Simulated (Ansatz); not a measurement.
Frontier orbitals of CH₅FSSiZn, SMILES `C[SiH2][S][Zn][F]`.

```xyz
10

C    -1.128    0.320   -0.717
Si    0.172   -1.000   -0.489
S     0.760   -1.236    1.562
Zn    1.426    0.760    1.926
F     1.960    2.395    2.237
H    -0.740    1.312   -0.468
H    -1.994    0.122   -0.082
H    -1.460    0.344   -1.758
H     1.357   -0.685   -1.332
H    -0.352   -2.333   -0.879
```

The species carries charge 0 and has multiplicity 1. For Zn the d shell is correlated and the shells below it are frozen. Scalar relativity is left out up to krypton. The structure was optimised at the PBE0-D4/def2-TZVP level. It is one conformer, not always the lowest. Basis def2-TZVPP, Ansatz 0.2.0.

Orbital energies of one run (eV). Highest occupied ones, from the top: -6.39, -7.57, -8.15, -8.31, -8.50, -8.51, -8.98, -9.39, -10.36, -10.49, -12.33, -12.47, -12.47, -12.59. Empty: -2.14, -1.30, -0.82, -0.18, 0.23, 0.87.

Q: Which functional gave them?
A. revPBE
B. HSE06 (plane-wave form)
C. BHLYP
D. ωB97X-V

A: A. HOMO energies: revPBE -6.39, BHLYP -8.68, ωB97X-V -9.93, HSE06 -7.24 eV.
